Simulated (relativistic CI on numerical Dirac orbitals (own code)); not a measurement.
Sc3+ in a cubic cluster: 2p photoemission with charge transfer

Computed with a charge-transfer multiplet model of a cubic metal-ligand cluster with up to 2 ligand holes, Slater and spin-orbit integrals from Dirac-Coulomb-Breit ions, Slater integrals scaled by 0.8. The ground state mixes d0 with configurations of k ligand holes L, whose averages lie at kΔ + k(k − 1)U_dd/2; a core hole lowers each added d electron by U_cd. 300 K, Lorentzian 0.6 eV and Gaussian 0.8 eV FWHM.

Atomic integrals in eV (Slater integrals scaled, ζ unscaled), ground: F2dd 4.710, F4dd 2.885, zeta_d 0.005; with the core hole: F2dd 4.710, F4dd 2.885, zeta_d 0.020, zeta_core 3.003, F2cd 4.113, G1cd 2.955, G3cd 1.675. Where a configuration has fewer than two d electrons, the dd integrals are those of d2.

Cluster parameters (eV): Δ = 3.8, U_dd = 4.6, U_cd = 5.9, 10Dq = 0.55, 10Dq(ligand) = 1, final-state hopping factor = 0.9.

```csv
Case,n_d,d0,d1L,d2L2,S
"V(eg) = 1.25 eV, V(t2g) = -0.54 eV",0.32,0.70,0.28,0.02,0.00
"V(eg) = 1.85 eV, V(t2g) = -0.8 eV",0.48,0.57,0.38,0.05,0.00
"V(eg) = 2.15 eV, V(t2g) = -0.93 eV",0.54,0.52,0.41,0.06,0.00
```

Weights, n_d and S are thermal averages at 300 K. Binding energies count from the first peak over 30 % of the highest in each spectrum, which can be another peak from case to case. The parameters are a model scan and need not match a compound or its usual spin state. Peaks in eV (height, largest 100):
- V(eg) = 1.25 eV, V(t2g) = -0.54 eV: 0.0 (100), 5.0 (75), 10.2 (23)
- V(eg) = 1.85 eV, V(t2g) = -0.8 eV: 0.0 (100), 4.9 (44), 7.4 (24), 12.2 (12)
- V(eg) = 2.15 eV, V(t2g) = -0.93 eV: 0.0 (100), 4.8 (40), 8.3 (18), 13.1 (9)

A d0 ion has no d-d gap: its lowest excitations are ligand-to-metal charge transfer. With the core hole the average of the configuration with one ligand hole lies at Δ − U_cd = -2.1 eV before mixing: the effective hopping of about 2.5 eV (from the holes of the mixed ground state) is comparable with this gap or larger, so the configurations mix strongly.
